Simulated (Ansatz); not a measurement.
Potential energy curve for AlC (cation, charge +1), lowest triplet found (which spin is the ground state isn't settled by this scan).

Computed with: UKS-PBE = unrestricted PBE/aug-cc-pVDZ in Ansatz (a quantum-chemistry and plane-wave program); UKS-B3LYP = Ansatz with unrestricted B3LYP/aug-cc-pVDZ; FCI = full CI/aug-cc-pVDZ, frozen core run with Ansatz.

Energies relative to the lowest point of each curve between 1.63 and 2.22 Å, where full CI is lowest, in kJ/mol; the last columns give the error against full CI:

```
R / Å  UKS-PBE  UKS-B3LYP    FCI  UKS-PBE − FCI  UKS-B3LYP − FCI
-----  -------  ---------  -----  -------------  ---------------
1.43     430.6      423.9  450.6          -20.0            -26.7
1.54     223.8      219.8  236.0          -12.1            -16.2
1.63     120.6      118.6  128.4           -7.8             -9.8
1.70      68.6       68.0   74.1           -5.4             -6.1
1.81      21.6       22.3   24.6           -3.0             -2.3
1.87       8.7        9.6   10.7           -2.0             -1.0
1.93       2.0        2.7    3.1           -1.1             -0.3
1.99       0.0        0.1    0.1           -0.1              0.0
2.03       0.7        0.0    0.0            0.7              0.0
2.15       8.9        4.8    5.3            3.6             -0.5
2.22      16.4        9.5   10.3            6.1             -0.8
```

UKS-PBE is furthest from FCI at 1.43 (-20.0 kJ/mol, below); its mean absolute error over the points is 5.6 kJ/mol.

UKS-B3LYP is furthest from FCI at 1.43 (-26.7 kJ/mol, below); its mean absolute error over the points is 5.8 kJ/mol.

The scan ran from 1.43 to 6.71 Å; beyond the distances shown full CI changes its symmetry label. The unrestricted determinant behind UKS-PBE is spin-contaminated at 1.43 to 2.15 Å (<S²> up to 2.4, against 2.00 for a pure triplet). The unrestricted determinant behind UKS-B3LYP is spin-contaminated at 1.43 to 2.15 Å (<S²> up to 2.5, against 2.00 for a pure triplet). Also computed but left out beside FCI, since their determinant holds another spin at the minimum (<S²> over 0.7 above the pure value): UHF, UMP2, UCCSD, UCCSD(T), UCCSDT, UCCSDT(Q).
